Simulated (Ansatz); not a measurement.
Ga(Cl)2(NHMe) (CH4Cl2GaN), SMILES C[NH][Ga]([Cl])[Cl].

Geometry optimised at B3LYP-D3(BJ)/def2-SVP. The structure was generated by enumeration; whether it is a known compound was not checked. Other conformers were not sampled.

Two levels are set side by side: PBE/def2-SVPD (Ansatz, an electronic-structure program) and PBE0/def2-SVPD (Ansatz). Energy differences of separate SCF runs at the same geometry; the states with an electron removed or added have multiplicity 2 and 2. Differences are taken from unrounded values.

| quantity | PBE0 |
|---|---|
| vertical ionisation energy (eV) | 9.39 |
| vertical singlet–triplet gap (eV) | 4.55 |

**Question.** What does PBE give, and how far is it from PBE0? (Estimate from the structure and the level; the computed values follow.)

**Answer.** 
```tsv
quantity	PBE	PBE minus PBE0
vertical ionisation energy (eV)	9.23	-0.16
vertical singlet–triplet gap (eV)	4.28	-0.27
```
